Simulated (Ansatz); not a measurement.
`N#[C][SnH2][C]#N`: the same geometry under several functionals.

```yaml
crystal:
  periodic: [false, false, false]
  atoms:
    - {symbol: N, position_ang: [1.155110, 2.513501, -0.842738]}
    - {symbol: C, position_ang: [0.595940, 1.521470, -0.671131]}
    - {symbol: Sn, position_ang: [-0.453198, -0.278118, -0.416244]}
    - {symbol: C, position_ang: [0.257184, -1.054390, 1.399500]}
    - {symbol: N, position_ang: [0.623604, -1.509724, 2.391797]}
    - {symbol: H, position_ang: [-2.095199, 0.073649, -0.246772]}
    - {symbol: H, position_ang: [-0.022241, -1.334388, -1.660110]}
basis:
  gaussian: {orbitals: def2-TZVPP}
hamiltonian: {xc: {name: LC-wPBE}, dispersion: d4}
output: {orbitals: {seedname: orbitals}}
```

```sh
$ ansatz run in.yaml --threads 2 --pin off --events-out ev --progress --plain
```

Shortened log:

```
WARN the engine holds no damping parameters fitted to this dispersion correction and functional, so the run takes those fitted to pbe0 (hamiltonian.dispersion, under Limitations)
Functional definition: LC-wPBE
1176 factors; their error is unknown
345 factors; integrals over basis functions are off by at most 2.0e-5 eV
mean field evaluation 1: about -10908.0889 eV, gradient 5.8e1 eV
mean field evaluation 2: about -10904.5669 eV, gradient 7.4e1 eV
mean field evaluation 4: about -10915.2461 eV, gradient 2.7e0 eV
mean field evaluation 8: about -10915.2630 eV, gradient 2.7e-2 eV
mean field evaluation 16: about -10915.2516 eV, gradient 1.0e-4 eV
mean field -10915.25164216 eV, -401.1280992261 hartree, gradient 4.8e-5 eV, S^2 0.000000; 0 other end points of the search recorded, 0 dependent functions left out
reference -10915.25164217 eV, -401.1280992264 hartree; 25, 25 occupied and 177, 177 virtual orbitals, 1176 factors
Total energy: -10915.38566174 eV, -401.1330243549 hartree
```

Run time 3 s (2 threads of a server CPU on a shared host); peak host memory 0.3 GiB.

The same input with `hamiltonian: {xc: {name: BHLYP}, dispersion: d4}` (abridged; 3.5 s):

```
Functional definition: BHLYP
mean field evaluation 16: about -10913.2988 eV, gradient 5.1e-5 eV
mean field -10913.29878659 eV, -401.0563331077 hartree, gradient 5.1e-5 eV, S^2 0.000000
Total energy: -10913.51653687 eV, -401.0643352828 hartree
```

With the line `hamiltonian: {xc: {name: CAM-B3LYP}, dispersion: d4}` (abridged; 3.8 s):

```
Functional definition: CAM-B3LYP
mean field evaluation 16: about -10915.3763 eV, gradient 4.0e-5 eV
mean field -10915.37633382 eV, -401.1326815602 hartree, gradient 4.0e-5 eV, S^2 0.000000
Total energy: -10915.51524687 eV, -401.1377865204 hartree
```

With the line `hamiltonian: {xc: hse06, dispersion: d4}` (abridged; 3.5 s):

```
Functional definition: HSE06
mean field evaluation 16: about -10911.8597 eV, gradient 1.2e-5 eV
mean field -10911.85971672 eV, -401.0034482654 hartree, gradient 1.2e-5 eV, S^2 0.000000
Total energy: -10911.98640758 eV, -401.0081040685 hartree
```

The same input with `hamiltonian: {xc: {name: wB97X-V}}` (abridged; 9.5 s):

```
Functional definition: wB97X-V
mean field evaluation 16: about -10916.1884 eV, gradient 1.4e-4 eV
mean field -10916.18836707 eV, -401.1625232315 hartree, gradient 7.1e-5 eV, S^2 0.000000
Total energy: -10916.18836498 eV, -401.1625231547 hartree
```

The same input with `hamiltonian: {xc: pbe0, dispersion: d4}` (abridged; 3 s):

```
Functional definition: PBE0
mean field evaluation 16: about -10912.1664 eV, gradient 1.3e-5 eV
mean field -10912.16644420 eV, -401.0147202924 hartree, gradient 1.3e-5 eV, S^2 0.000000
Total energy: -10912.30049542 eV, -401.0196465839 hartree
```

LC-ωPBE has ω = 0.4 bohr⁻¹; the program lends it PBE0's D4 damping.

HSE06 is the plane-wave form, built on full-range PBE exchange.
